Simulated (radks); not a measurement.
Task: Species: Sr. Configuration: [Kr] 5s2. All-electron calculation, scalar-relativistic Kohn-Sham, LDA (Slater exchange, VWN5 correlation), spin-polarised, spherical densities, finite nucleus; Fermi nuclear charge, rms radius 4.224 fm. Program: a radial shooting solver on a logarithmic mesh with Libxc functionals. Some entries of the table are withheld. Estimate them.

| orbital | occ. | eigenvalue (hartree) | <r> (bohr) |
|---|---|---|---|
| 1s | 2 | (1) | 0.03921 |
| 2s | 2 | -79.19891 | 0.1727 |
| 2p | 6 | -70.43501 | 0.1505 |
| 3s | 2 | -12.22655 | 0.4931 |
| 3p | 6 | -9.39868 | 0.4992 |
| 3d | 10 | -4.71262 | (2) |
| 4s | 2 | -1.50392 | 1.356 |
| 4p | 6 | -0.84027 | 1.569 |
| 5s | 2 | -0.13376 | 4.272 |
| 4d | 0 | -0.05155 | 3.456 |
| 5p | 0 | -0.04841 | 5.846 |
| 6s | 0 | (3) | 14.67 |

Result: 
(1) 1s eigenvalue (hartree): -584.7750
(2) 3d <r> (bohr): 0.4986
(3) 6s eigenvalue (hartree): -0.00328
